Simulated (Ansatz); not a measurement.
Compare A (`CC1=C[Te][SiH2]1`) with its isomer B (`[SiH3]CC1=C[Te]1`).

Program: Ansatz. Geometries: PBE0-D4/def2-TZVP. ΔE: electronic, gas phase. CCSD(T)/CBS is the MP2 limit (def2-TZVPP, def2-QZVPP) plus CCSD(T) − MP2 in def2-TZVPP, frozen cores. DFT in def2-TZVPP. B3LYP here is the variant with VWN-RPA as its local correlation; programs differ in this. def2 core potentials past Kr. For Te outer-core shells are correlated without core-valence functions, which leaves a few kJ/mol of doubt a bond. One conformer a species, not always the lowest.

A:

Z-matrix (Å, degrees):
```
C
C 1 1.490
H 1 1.094 2 111.1
H 1 1.093 2 111.4 3 120.6
H 1 1.094 2 111.2 3 -118.9
C 2 1.339 1 125.9 3 -120.1
Si 2 1.863 1 132.6 3 59.8
Te 6 2.132 2 111.9 1 179.9
H 6 1.089 2 126.3 1 -0.1
H 7 1.486 2 116.2 1 65.2
H 7 1.487 2 116.3 1 -65.0
```

B:

Z-matrix (Å, degrees):
```
Si
C 1 1.898
H 1 1.486 2 107.6
H 1 1.482 2 110.0 3 119.3
H 1 1.483 2 109.7 3 -119.2
C 2 1.455 1 111.8 3 173.3
H 2 1.096 1 109.4 3 51.3
H 2 1.095 1 107.3 3 -65.8
Te 6 2.203 2 134.9 1 59.0
C 6 1.273 2 153.2 1 -111.4
H 10 1.076 6 148.6 2 -6.6
```

Problem. Which is lower in electronic energy at CCSD(T)/CBS, and by how much? (Estimate.)

Solution. Computed: A, by 40.9 kcal/mol.

Problem. Give E(B) − E(A) in kcal/mol with r2SCAN-D4, MP2/def2-TZVPP, ωB97M-V, CCSD/def2-TZVPP, B3LYP, B3LYP-D4, B2PLYP. (An estimate is asked.)

Solution. Computed: r2SCAN-D4 41.1, MP2/def2-TZVPP 38.7, ωB97M-V 40.6, CCSD/def2-TZVPP 41.0, B3LYP 38.6, B3LYP-D4 39.0, B2PLYP 38.9. None reverses the order clearly.

Largest T1 diagnostic: 0.012.

From PBE to PBE0 (25 % exact exchange), in def2-TZVPP and without D4, E(B) − E(A) moves by +2.1 kcal/mol. In def2-TZVPP, CCSD(T) changes the Hartree–Fock value by −1.1 kcal/mol (the triples alone add −0.6 kcal/mol) and MP2 by −2.8 kcal/mol.
